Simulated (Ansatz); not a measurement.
`C[SiH2][SbH][SH]` + PH₃ → `C[SiH2]P` + `[SH][SbH2]` at 400 K and 1 bar (cleavage of the Si–Sb bond).

Calculated with Ansatz (gas phase, PBE0-D4/def2-TZVP geometries, no zero-point term in ΔE). CBS: MP2 limit from def2 TZ/QZ plus the TZ coupled-cluster correction, frozen cores. This one scheme is used for every species. Elements past krypton have def2 core potentials. For Sb outer-core shells are correlated without core-valence functions, which leaves a few kJ/mol of doubt a bond. Each species was taken in one conformer, which may not be the lowest.

| species | CCSD(T)/CBS energy (Eh) | H − E (kJ/mol) | S (J/(mol·K)) |
| --- | --- | --- | --- |
| `C[SiH2][SbH][SH]` | -969.16540 | 222.5 | 426.8 |
| PH₃ | -342.72256 | 77.1 | 221.7 |
| `C[SiH2]P` | -672.28696 | 216.5 | 349.4 |
| `[SH][SbH2]` | -639.59431 | 80.2 | 311.9 |

H − E and S are ideal-gas, rigid-rotor, harmonic terms from PBE0-D4/def2-TZVP, for one conformer and one mirror image of each species. 1 Eh = 2625.50 kJ/mol, R = 8.31446 J/(mol·K).

Problem. By hand: ΔE, ΔH, ΔS and ΔG.

Solution. ΔE = (-672.28696) + (-639.59431) − (-969.16540) − (-342.72256) = 0.00669 Eh = 17.6 kJ/mol. Δ(H − E) = 216.5 + 80.2 − 222.5 − 77.1 = -2.9, so ΔH = 14.7 kJ/mol. ΔS = 349.4 + 311.9 − 426.8 − 221.7 = 12.8 J/(mol·K). ΔG = 14.7 − 400 × (12.8)/1000 = 9.6 kJ/mol.

Problem. By hand: the equilibrium constant, and the temperature at which ΔG would vanish if ΔH and ΔS stayed fixed.

Solution. log₁₀ K = −ΔG/(RT ln 10) = -1.3. ΔG = 0 at ΔH/ΔS = 1148 K, though so small a ΔS makes that figure unsure.

TΔS isn't small against ΔH here. A doubt of 5 kJ/mol in ΔE shifts log₁₀ K by 0.7 here. Other conformers and mirror images would add mixing entropy, several J/(mol·K) or more a flexible species. Modes under 60 cm⁻¹, often nearly free rotors, make the harmonic entropy too high. These are equilibria of isolated gas molecules and say nothing of rates. Largest T1 diagnostic: 0.013 (customary marks: 0.02 for closed shells, 0.045 for open ones).
